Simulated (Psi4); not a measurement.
silver atom (Ag), doublet (core potentials on Ag). Base run: B3LYP/def2-TZVP run with Psi4.

Input for Psi4:
```
memory 2 GB

molecule {
0 2
Ag    0.00000000    0.00000000    0.00000000
}

set {
  basis def2-tzvp
  reference uks
}

energy('b3lyp')
print_variables()
```

The base run was repeated with changes; each row names its change, and settings that it needs were set with it.

```json
[
 {"change": "base", "ΔE vs base (µEh)": "0.0", "SCF cycles": "9", "grid points": "20832", "basis functions": "40", "outcome": "converged"},
 {"change": "guess = core", "ΔE vs base (µEh)": "0.0", "SCF cycles": "9", "grid points": "20832", "basis functions": "40", "outcome": "converged"},
 {"change": "dft_radial_scheme = mura", "ΔE vs base (µEh)": "-2.1", "SCF cycles": "9", "grid points": "21442", "basis functions": "40", "outcome": "converged"},
 {"change": "dft_pruning_scheme = treutler", "ΔE vs base (µEh)": "0.0", "SCF cycles": "9", "grid points": "20832", "basis functions": "40", "outcome": "converged"},
 {"change": "dft_spherical_points = 194", "ΔE vs base (µEh)": "0.0", "SCF cycles": "9", "grid points": "13386", "basis functions": "40", "outcome": "converged"},
 {"change": "df_basis_scf = cc-pvqz-jkfit", "ΔE vs base (µEh)": "-", "SCF cycles": "-", "grid points": "-", "basis functions": "40", "outcome": "input refused"},
 {"change": "damping_percentage = 20", "ΔE vs base (µEh)": "0.0", "SCF cycles": "20", "grid points": "20832", "basis functions": "40", "outcome": "converged"},
 {"change": "diis_max_vecs = 15", "ΔE vs base (µEh)": "0.0", "SCF cycles": "9", "grid points": "20832", "basis functions": "40", "outcome": "converged"},
 {"change": "guess = huckel", "ΔE vs base (µEh)": "0.0", "SCF cycles": "7", "grid points": "20832", "basis functions": "40", "outcome": "converged"},
 {"change": "dft_radial_scheme = multiexp", "ΔE vs base (µEh)": "-2.8", "SCF cycles": "9", "grid points": "22348", "basis functions": "40", "outcome": "converged"},
 {"change": "diis_max_vecs = 3", "ΔE vs base (µEh)": "0.0", "SCF cycles": "9", "grid points": "20832", "basis functions": "40", "outcome": "converged"},
 {"change": "e_convergence = 1e-4", "ΔE vs base (µEh)": "0.0", "SCF cycles": "9", "grid points": "20832", "basis functions": "40", "outcome": "converged"},
 {"change": "level_shift = 0.3", "ΔE vs base (µEh)": "0.0", "SCF cycles": "12", "grid points": "20832", "basis functions": "40", "outcome": "converged"}
]
```

Open shells are given as the SCF converged; they aren't shown to be the lowest states, and a large step between rows can be another state.

- df_basis_scf = cc-pvqz-jkfit: ended with `psi4.driver.qcdb.exceptions.BasisSetNotFound: BasisSet::construct: Unable to find a basis set for atom 1 for key JKFIT among:`
